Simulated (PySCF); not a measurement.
Molfile (atoms numbered from 1):
```
C6H12BNO
     RDKit          3D

 21 21  0  0  0  0  0  0  0  0999 V2000
   -2.1825   -1.4754   -0.1998 B   0  0  0  0  0  0  0  0  0  0  0  0
   -0.9819   -0.5580    0.4390 O   0  0  0  0  0  0  0  0  0  0  0  0
    0.3727   -1.0112    0.2192 C   0  0  0  0  0  0  0  0  0  0  0  0
    1.2121    0.2544    0.1956 C   0  0  1  0  0  0  0  0  0  0  0  0
    2.5312    0.1022   -0.5381 C   0  0  0  0  0  0  0  0  0  0  0  0
    0.2325    1.2435   -0.4360 C   0  0  0  0  0  0  0  0  0  0  0  0
   -1.0880    0.8608    0.2220 C   0  0  2  0  0  0  0  0  0  0  0  0
   -1.2938    1.5256    1.5136 C   0  0  0  0  0  0  0  0  0  0  0  0
   -1.4277    2.0845    2.5168 N   0  0  0  0  0  0  0  0  0  0  0  0
   -2.0702   -1.2809   -1.4074 H   0  0  0  0  0  0  0  0  0  0  0  0
   -3.1905   -1.0088    0.3008 H   0  0  0  0  0  0  0  0  0  0  0  0
   -1.8958   -2.6023    0.1616 H   0  0  0  0  0  0  0  0  0  0  0  0
    0.6178   -1.7156    1.0240 H   0  0  0  0  0  0  0  0  0  0  0  0
    0.3911   -1.5366   -0.7492 H   0  0  0  0  0  0  0  0  0  0  0  0
    1.4054    0.5716    1.2354 H   0  0  0  0  0  0  0  0  0  0  0  0
    3.0923    1.0479   -0.5354 H   0  0  0  0  0  0  0  0  0  0  0  0
    3.1658   -0.6612   -0.0635 H   0  0  0  0  0  0  0  0  0  0  0  0
    2.3702   -0.1951   -1.5865 H   0  0  0  0  0  0  0  0  0  0  0  0
    0.4957    2.2971   -0.2740 H   0  0  0  0  0  0  0  0  0  0  0  0
    0.1535    1.0618   -1.5194 H   0  0  0  0  0  0  0  0  0  0  0  0
   -1.9681    1.0273   -0.4157 H   0  0  0  0  0  0  0  0  0  0  0  0
  1  2  1  0
  2  3  1  0
  3  4  1  0
  4  5  1  0
  4  6  1  0
  6  7  1  0
  7  8  1  0
  8  9  3  0
  7  2  1  0
  1 10  1  0
  1 11  1  0
  1 12  1  0
  3 13  1  0
  3 14  1  0
  4 15  1  1
  5 16  1  0
  5 17  1  0
  5 18  1  0
  6 19  1  0
  6 20  1  0
  7 21  1  6
M  CHG  2   1  -1   2   1
M  END
```

Geometry: PBE0-D3(BJ)/def2-SVP; GIAO shifts from PySCF, gas phase, non-relativistic, averaged over equivalent atoms.

At PBE/pcSseg-1 (213 basis functions, 61 s wall time on 1 thread of an Arm Neoverse V1, shared host):
| atoms | δ (ppm) |
| --- | --- |
| B1 | 1.1 |
| O2 | 87.4 |
| C8 | 118.6 |
| C3 | 87.6 |
| C7 | 79.1 |
| C6 | 43.0 |
| C4 | 39.1 |
| C5 | 15.4 |
| N9 | 314.9 |
| H21 | 4.55 |
| H13 | 4.29 |
| H10/H11/H12 | 3.31 |
| H14 | 3.24 |
| H15 | 2.61 |
| H19 | 1.95 |
| H20 | 1.84 |
| H16/H17/H18 | 1.08 |

Scale: BF3·OEt2 for ¹¹B (σ = 94.77 ppm); ¹⁷O (σ = 334.63 ppm) vs H2O; ¹³C (σ = 180.03 ppm), ¹H (σ = 31.20 ppm) against TMS; ¹⁵N (σ = 265.06 ppm) vs NH3 (reference shieldings calculated alike).

Q: What do these become at PBE0/pcSseg-1?

A: 
```csv
atoms,δ at PBE0/pcSseg-1,change
B1,1.5,+0.4
O2,70.5,-16.9
C8,121.8,+3.2
C3,84.5,-3.1
C7,75.8,-3.3
C6,40.9,-2.1
C4,36.1,-3.0
C5,15.1,-0.3
N9,318.1,+3.2
H21,4.46,-0.09
H13,4.23,-0.06
H10/H11/H12,3.17,-0.14
H14,3.20,-0.04
H15,2.47,-0.14
H19,1.91,-0.04
H20,1.78,-0.06
H16/H17/H18,1.09,+0.01
```

Shifts are taken against calculated references (same method and geometry level): ¹¹B (100.73 ppm) vs BF3·OEt2; ¹⁷O (334.56 ppm) against H2O; ¹³C (184.41 ppm) and ¹H (31.27 ppm) against TMS; ¹⁵N (265.67 ppm) against NH3.

The largest change is at O2 (donor oxygen of a Lewis adduct). Cost: 213 basis functions, 53 s wall time on 1 thread of an Arm Neoverse V1, shared host. The order of the carbon signals is the same at both levels.

Experimental scales use liquid or dissolved standards, which lie at an offset from isolated NH3 (liquid NH3: subtract about 20 ppm) and H2O (liquid H2O: subtract about 36 ppm). Unscaled 15N shifts of sp2 nitrogen come out 20 to 40 ppm too high even then.
